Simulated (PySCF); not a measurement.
Excitations are Tamm–Dancoff values on a coarser integration grid. The basis has no diffuse functions, so Rydberg states are missing or too high.

Z-matrix (Å, degrees):
```
In
H 1 1.7362
C 1 2.1584 2 120.26
H 3 1.0904 1 111.65 2 25.74
H 3 1.0912 4 109.31 1 -123.12
H 3 1.0936 4 107.97 5 -116.95
C 1 2.1587 2 119.69 3 -179.86
H 7 1.0905 1 111.47 2 163.35
H 7 1.0913 8 109.22 1 122.94
H 7 1.0934 8 108.25 9 116.81
```
Charge 0, spin multiplicity 1.

### Question
Predict the S1 excitation (TDA), total energy, LUMO, brightest of the four lowest singlets (TDA) and T1 excitation (TDA) from PBE0-D4/def2-TZVP in PySCF.

### Answer

```yaml
S1 excitation (TDA): 4.62 eV
total_energy: -7359.66 eV
LUMO: -1.19 eV
brightest of the four lowest singlets (TDA): 6.57 eV
T1 excitation (TDA): 4.36 eV
```
